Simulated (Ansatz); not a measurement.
CH8SiSn⁺, that is SnH2Me(SiH3) with one electron fewer. Charge 1, multiplicity 2. Geometry r2SCAN-D4/def2-SVP, that of the neutral singlet; atoms count from 1.

```xyz
11

Sn    0.270   -0.782    0.426
H     1.509   -1.845   -0.115
H    -0.164   -1.257    2.021
C    -1.453   -1.008   -0.860
H    -1.786   -2.056   -0.850
H    -1.198   -0.725   -1.891
H    -2.276   -0.370   -0.506
Si    1.142    1.639    0.442
H     1.606    2.040   -0.922
H     2.288    1.780    1.391
H     0.062    2.584    0.864
```

In the def2 sets Sn takes a core potential; there is no spin–orbit coupling.

(1) Estimate the Mulliken populations from the PBE0/def2-TZVP orbitals of Ansatz.

(2) Where does the spin sit?

(3) And the Mayer bond orders between heavy atoms (over 0.3)?

Answers

(1) 
```tsv
atom	charge (e)	spin (α − β)
Sn1	0.48	0.22
H2	0.06	0.01
H3	0.06	0.01
C4	-0.54	0.18
H5	0.21	0.02
H6	0.20	0.00
H7	0.20	0.00
Si8	0.03	0.46
H9	0.10	0.03
H10	0.11	0.04
H11	0.10	0.03
```
Mulliken values depend strongly on the basis.

(2) Summed by element: Sn 0.22, H 0.13, C 0.18, Si 0.46, of 1 unpaired in all. Largest on single atoms: Si8 0.46, Sn1 0.22, C4 0.18.

(3) Sn1–C4 0.92 (2.16 Å); Sn1–Si8 0.57 (2.57 Å).
